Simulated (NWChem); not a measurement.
Molecule: C₇H₇, doublet; SMILES Cc1c[c]ccc1

Program: NWChem. Spin-unrestricted. All runs use the structure optimised with PBE0/def2-SVP, spin-unrestricted. No frequency run checked for a minimum. No stability test was run on the SCF state. Level: M05-2X/def2-SVP with SMD (1 M gas to 1 M solution), gas-phase geometry. Reactions with the solvent are ignored.

**Question.** Estimate the computed values for solvent cyclohexane. Quantities: solvation free energy (kcal/mol); cavity-dispersion-structure term (kcal/mol); dipole in solution (D).

**Answer.** 
```json
{
 "solvation free energy (kcal/mol)": "-5.5",
 "cavity-dispersion-structure term (kcal/mol)": "-3.5",
 "dipole in solution (D)": "1.41"
}
```
